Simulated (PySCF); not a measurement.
SMILES CCc1ccccc1C(F)(F)F (C₉H₉F₃) (GFN2-xTB optimised geometry):

```
21

C     -2.156    -2.176     1.478
C     -1.714    -1.877     0.043
C     -0.883    -0.626     0.000
C     -1.530     0.606     0.005
C     -0.825     1.794     0.009
C      0.560     1.777     0.007
C      1.227     0.567     0.000
C      0.513    -0.626     0.000
C      1.282    -1.919    -0.021
F      0.978    -2.735     1.007
F      1.061    -2.638    -1.142
F      2.610    -1.741     0.038
H     -2.710    -1.336     1.890
H     -1.293    -2.365     2.111
H     -2.794    -3.056     1.494
H     -2.600    -1.729    -0.579
H     -1.170    -2.733    -0.352
H     -2.610     0.624     0.001
H     -1.355     2.735     0.011
H      1.119     2.699     0.008
H      2.306     0.545    -0.005
```

Calculation: PBE0/def2-SVP (PySCF).

Task: What are the frontier orbital energies and the dipole moment?

Result: HOMO-2 -9.63 eV, HOMO-1 -7.80 eV, HOMO -7.43 eV, LUMO -0.76 eV, LUMO+1 -0.46 eV; dipole moment 2.54 D.

Meta-Löwdin charges at PBE0/def2-SVP: C1 -0.29, C2 -0.18, C3 0.03, C4 -0.11, C5 -0.09, C6 -0.11, C7 -0.10, C8 -0.06, C9 0.75, F10 -0.27, F11 -0.27, F12 -0.26, H13 0.10, H14 0.11, H15 0.10, H16 0.10, H17 0.11, H18 0.11, H19 0.11, H20 0.11, H21 0.12.
